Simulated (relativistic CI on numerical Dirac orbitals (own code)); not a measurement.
d4 in a ligand field

Computed with a parametric ligand-field model of a d^n configuration (Racah B and C, spin-orbit zeta, crystal field), exact diagonalisation.

Field parameters in Wybourne normalisation: Oh B⁴₀ = 21Dq, B⁴₄ = √(5/14) B⁴₀; Td as Oh with Dq negative (B⁴₀ = 21Dq, B⁴₄ = √(5/14) B⁴₀). The field is a parameter set, without covalency.

Question: Ground term and bands for B = 870, C = 3720, ζ = 0 cm⁻¹, Oh, 10Dq = 24600 cm⁻¹?

Answer: Ground term 3T1 with 0.04 electrons in the two orbitals of the cubic e set. Spin-allowed: 3E 21416 cm⁻¹ (467 nm), 3T1 22376 cm⁻¹ (447 nm), 3T2 23319 cm⁻¹ (429 nm), 3A1 24857 cm⁻¹ (402 nm). Lowest spin-forbidden: 5E 2147 cm⁻¹, 1T2 10562 cm⁻¹ (947 nm), 1E 11807 cm⁻¹ (847 nm).

Question: Ground term and bands for B = 510, C = 2040, ζ = 0 cm⁻¹, Oh, 10Dq = 9250 cm⁻¹?

Answer: Ground term 5E with 1.00 electrons in the two orbitals of the cubic e set. Spin-allowed: 5T2 9250 cm⁻¹ (1081 nm). Lowest spin-forbidden: 3T1 3010 cm⁻¹ (3322 nm), 1T2 8675 cm⁻¹ (1153 nm), 1E 9377 cm⁻¹ (1066 nm).

Question: Ground term and bands for B = 460, C = 2280, ζ = 0 cm⁻¹, Oh, 10Dq = 6700 cm⁻¹?

Answer: Ground term 5E with 1.00 electrons in the two orbitals of the cubic e set. Spin-allowed: 5T2 6700 cm⁻¹ (1493 nm). Lowest spin-forbidden: 3T1 6248 cm⁻¹ (1601 nm), 3E 11378 cm⁻¹ (879 nm), 3T1 12040 cm⁻¹ (831 nm).

Question: Ground term and bands for B = 550, C = 2330, ζ = 0 cm⁻¹, Td, 10Dq = -5200 cm⁻¹?

Answer: Ground term 5T2 with 2.00 electrons in the two orbitals of the cubic e set. Spin-allowed: 5E 5200 cm⁻¹ (1923 nm). Lowest spin-forbidden: 3T1 7785 cm⁻¹ (1284 nm), 1A1 8824 cm⁻¹ (1133 nm), 3T2 9846 cm⁻¹ (1016 nm).

Question: Ground term and bands for B = 620, C = 2920, ζ = 0 cm⁻¹, Oh, 10Dq = 14700 cm⁻¹?

Answer: Ground term 5E with 1.00 electrons in the two orbitals of the cubic e set. Spin-allowed: 5T2 14700 cm⁻¹ (680 nm). Lowest spin-forbidden: 3T1 2438 cm⁻¹, 1T2 10415 cm⁻¹ (960 nm), 1E 11244 cm⁻¹ (889 nm).
